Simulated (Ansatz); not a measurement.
Si4Ge3. Total charge 0; singlet. Geometry PBE-D4/def2-SVP; atoms count from 1.

```xyz
7

Si   -0.6858   -2.1718   -0.0734
Si   -1.0081    0.2262    0.0079
Si    1.2627   -1.0395   -0.0383
Si    1.0744    1.4430    0.0437
Ge    3.1876    0.2143   -0.0036
Ge   -0.9670    2.5908    0.1168
Ge   -2.8638   -1.2629   -0.0531
```

The restricted singlet is unstable towards broken spin symmetry in Hartree–Fock (as tested in another run); at PBE0-D4/def2-TZVP this wasn't settled. Another isomer (singlet) lies 1.62 eV lower at PBE0-D4/def2-TZVP; other spin states weren't run for this one.

Q: Estimate the Mulliken populations from the PBE0/def2-TZVP orbitals of Ansatz.

A: 
| atom | charge (e) |
| --- | --- |
| Si1 | -0.11 |
| Si2 | 0.08 |
| Si3 | -0.02 |
| Si4 | 0.00 |
| Ge5 | 0.00 |
| Ge6 | -0.04 |
| Ge7 | 0.08 |
Mulliken values depend strongly on the basis.

Q: And the Mayer bond orders between heavy atoms (over 0.3)?

A: Si1–Si2 0.75 (2.42 Å); Si1–Si3 1.06 (2.25 Å); Si1–Ge7 1.20 (2.36 Å); Si2–Si3 0.42 (2.60 Å); Si2–Si4 0.70 (2.41 Å); Si2–Ge6 1.09 (2.37 Å); Si2–Ge7 0.98 (2.38 Å); Si3–Si4 0.63 (2.49 Å); Si3–Ge5 1.40 (2.30 Å); Si4–Ge5 0.90 (2.44 Å); Si4–Ge6 1.21 (2.34 Å).
